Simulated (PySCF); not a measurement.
# Telling isomers of C4H4FNO2 apart by NMR

Computational details: GFN2-xTB structure, shielding tensors at PBE0/pcSseg-1 (GIAO), in PySCF 2.14 (no relativistic terms, no solvent, fast rotation and ring inversion assumed for equivalent nuclei, one conformer).

Shifts are taken against calculated references (same method and geometry level): TMS for $^{1}$H (31.72 ppm) and $^{13}$C (186.93 ppm). Splittings of carbon signals by F and P are missing where no couplings were computed. Where no couplings were computed, multiplicities follow the n + 1 count of equivalent neighbours, and m marks all less simple cases (inequivalent or close neighbours, rings, F or P nearby). Shifts are as computed. Against solution values, carbons near 30 ppm lie about +3 ppm off and those near 130 ppm about +5 ppm. Of 1211 compounds with measured shifts, 218 miss one by over three times the rms of a fit or turn the order of signals round; such compounds aren't used in these exercises.

(1) Tabulate the signals of `COc1conc1F`, `C=N/C(F)=C\OC=O` and their relative energies.

(2) What is the quickest way to tell COc1conc1F from C=N/C(F)=C\OC=O?

Answers

(1) 
```tsv
SMILES	carbon types	δC	δH	E rel. (kcal/mol)
COc1conc1F	2×C 1×CH 1×CH3	174.1, 145.7, 142.9, 59.6	7.96 (m, 1H), 3.92 (s, 3H)	23.4
C=N/C(F)=C\OC=O	1×C 2×CH 1×CH2	161.0, 159.5, 151.6, 128.4	8.16 (s, 1H), 8.00 (m, 1H), 7.66 (m, 1H), 7.29 (m, 1H)	0.0
```

Energies are electronic energies at PBE0/pcSseg-1 on these geometries, without zero-point or thermal terms, each for the one conformer computed, which needn't be the lowest.

(2) Both give the same number of carbon signals, but DEPT or the intensities differ. The first has a methyl carbon bonded to O (CH3) at 59.6 ppm, the second a C=N carbon (CH2) at 151.6 ppm. Their most deshielded carbons lie at 174.1 and 161.0 ppm.
